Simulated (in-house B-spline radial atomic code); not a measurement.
A calculation on Sb2+ (an excited or competing configuration): its settings, and results tabulated from the run. Level of theory: non-relativistic PBE0, spin-polarised, spherical fractional occupations, point nucleus; calculated with an all-electron radial atomic-structure program (B-spline basis).

Command:
```bash
python run_scf.py task.json out
```
Settings:
```
Z                51
configuration    [Kr] 4d10 5s2 6p1
hamiltonian      nr
method           pbe0
spin_polarised   True
```

Output (hartree, bohr):
```
 radial grid: 64 intervals, B-splines of order 8, outer radius 60 bohr

 iter        energy (Eh)    residual
    1       -6306.227532    6.36e-01
    2       -6309.810803    3.95e-01
    3       -6314.058351    6.11e-02
    4       -6314.175857    1.55e-02
    5       -6314.178980    5.39e-03
    6       -6314.179672    1.74e-03
    7       -6314.179753    2.18e-04
    8       -6314.179754    1.83e-05
    9       -6314.179754    1.88e-06
   10       -6314.179754    2.50e-07

 total energy                     -6314.17975
 kinetic                            6311.8203
 electron-nucleus                 -14963.2666
 Hartree                            2502.4468
 exact exchange                      -40.7555
 exchange-correlation               -124.4249

 orbital      occ     eigenvalue          <r>       <r^2>       <1/r>     <1/r^3>       r_max
 1s up      1.000     -1076.2819    0.0298188   0.0011893      50.473           -     0.01975
 1s down    1.000     -1076.2815    0.0298188  0.00118929      50.473           -     0.01975
 2s up      1.000      -161.5552     0.128627    0.019431     11.5566           -      0.1092
 2s down    1.000      -161.5550     0.128627    0.019431     11.5566           -      0.1092
 2p up      3.000      -151.3329     0.109699   0.0146319     11.5577     4320.61      0.0855
 2p down    3.000      -151.3326     0.109699   0.0146319     11.5576      4320.6      0.0855
 3s up      1.000       -32.6480     0.343431    0.134608     4.18912           -      0.3124
 3s down    1.000       -32.6477      0.34343    0.134607     4.18911           -      0.3124
 3p up      3.000       -28.3879     0.334342    0.129478     4.10959     796.237       0.299
 3p down    3.000       -28.3875     0.334342    0.129478     4.10957     796.228       0.299
 3d up      5.000       -20.5075     0.305286    0.110296     3.96896      127.66      0.2449
 3d down    5.000       -20.5072     0.305285    0.110295     3.96897     127.661      0.2449
 4s up      1.000        -6.1925     0.820641    0.760667     1.67342           -      0.7494
 4s down    1.000        -6.1916     0.820628    0.760619     1.67339           -      0.7494
 4p up      3.000        -4.7278     0.865116    0.853093     1.56585     144.974      0.7743
 4p down    3.000        -4.7268     0.865074    0.852968     1.56585     144.967      0.7743
 4d up      5.000        -2.2651      1.01161     1.20025     1.30729     16.8569      0.8427
 4d down    5.000        -2.2640      1.01115     1.19903     1.30778     16.8691      0.8426
 5s up      1.000        -1.2140      2.10708     4.97411    0.609901           -       1.888
 5s down    1.000        -1.2098      2.11506     5.01613    0.607885           -        1.89
 6p up      1.000        -0.3458      5.47858     33.2298    0.231937     3.50709       5.257
```

Cost of the run: 0.21 s on 1 thread of Arm Neoverse V1 (shared host).

Caution: exact exchange at fractional occupations of open shells leaves self-interaction of up to several eV.
